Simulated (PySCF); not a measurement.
Si(Cl)2(OH)(NH2) (Cl2H3NOSi), SMILES N[Si](O)(Cl)Cl. Atoms are numbered in the order given.

```xyz
8

N     -1.4783     1.1461     0.5719
Si    -0.3720    -0.0320     0.0268
O     -1.2414    -1.3876    -0.3750
Cl     0.9784    -0.3430     1.5642
Cl     0.7692     0.4698    -1.6523
H     -2.2665     1.4214    -0.0178
H     -1.1528     1.9071     1.1697
H     -0.8026    -1.9576    -1.0315
```

Coordinates come from a PBE-D3(BJ)/def2-SVP optimisation. The structure was generated by enumeration, and PubChem lists no compound with its InChIKey, so it may never have been made. One conformer was computed; it need not be the lowest.

Two levels are set side by side: PBE/pcSseg-1 (PySCF) and HF/pcSseg-1 (PySCF). GIAO shifts against H2O (¹⁷O), HCl (³⁵Cl), NH3 (¹⁵N), TMS (²⁹Si), TMS (¹H) at the same level; non-relativistic, no solvent, atoms listed together averaged. Without spin–orbit terms, shifts of atoms bonded to Cl or Br come out too high at both levels. Differences are taken from unrounded values.

```tsv
quantity	HF
δ(¹⁵N) of N1 (ppm)	34.0
δ(²⁹Si) of Si2 (ppm)	-23.0
δ(¹⁷O) of O3 (ppm)	70.2
δ(¹H) of H6, H7 (ppm)	2.09
δ(¹H) of H8 (ppm)	3.07
```

What does PBE give, and how far is it from HF? (Estimate from the structure and the level; the computed values follow.)


```tsv
quantity	PBE	PBE minus HF
δ(¹⁵N) of N1 (ppm)	52.6	18.6
δ(²⁹Si) of Si2 (ppm)	-15.8	7.2
δ(¹⁷O) of O3 (ppm)	109.9	39.6
δ(¹H) of H6, H7 (ppm)	1.82	-0.26
δ(¹H) of H8 (ppm)	2.71	-0.36
```

Rough cost on one machine, each run with all the roots and properties that it gave: HF against PBE within a factor of 2.
